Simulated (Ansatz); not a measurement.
Basis-set extrapolation for C$_{9}$H$_{19}$N, SMILES `CC1(C)CCCC(C)(C)N1` (PBE0-D4/def2-TZVP geometry, frozen core, Ansatz 0.2.0). Multiplicity 1, RHF reference.

```json
{"": "HF", "def2-TZVPP": "-406.466132", "def2-QZVPP": "-406.484832"}
{"": "MP2 correlation", "def2-TZVPP": "-1.790094", "def2-QZVPP": "-1.901173"}
{"": "CCSD(T) correlation", "def2-TZVPP": "-1.958476", "def2-QZVPP": "not run"}
```

Energies in hartree. Use E(X) = E(∞) + A·exp(−7.88·√X) for Hartree–Fock and E(X) = E(∞) + B·X^(−2.97) for correlation, with X = 3 and 4, and add CCSD(T) minus MP2 of the smaller set to the MP2 limit.

Task: What is the CCSD(T) energy at the basis-set limit?

Result: HF limit: -406.484832 + (-0.018700) × 0.13774 = -406.48741. MP2 limit: -1.901173 + (-0.111079) × 0.74074 = -1.98345. Higher-order term: -1.958476 − (-1.790094) = -0.16838. Total: -408.63924 hartree, 134.7 kcal/mol below CCSD(T)/def2-TZVPP.
